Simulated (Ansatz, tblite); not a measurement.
Forces on FeCl3 at its r2SCAN-D4/def2-SVP geometry. Charge 0, multiplicity 6.

The xTB rows come from tblite.

GFN1-xTB (tblite), largest force 0.76 eV/Å:

```xyz
4
positions Å, forces eV/Å
Fe    0.007    0.000    0.006   -0.016    0.001   -0.014
Cl   -0.796   -1.889    0.629    0.286    0.668   -0.219
Cl    1.470    0.078   -1.559   -0.516   -0.028    0.557
Cl   -0.681    1.811    0.924    0.246   -0.642   -0.324
```

GFN2-xTB (tblite), largest force 0.65 eV/Å:

```
Fe -0.003 -0.001 -0.002
Cl 0.242 0.575 -0.191
Cl -0.447 -0.023 0.474
Cl 0.208 -0.550 -0.281
```

r2SCAN-D4/def2-TZVP (Ansatz), largest force 0.24 eV/Å:

```
Fe -0.012 0.000 -0.010
Cl 0.091 0.207 -0.066
Cl -0.158 -0.008 0.175
Cl 0.079 -0.199 -0.099
```
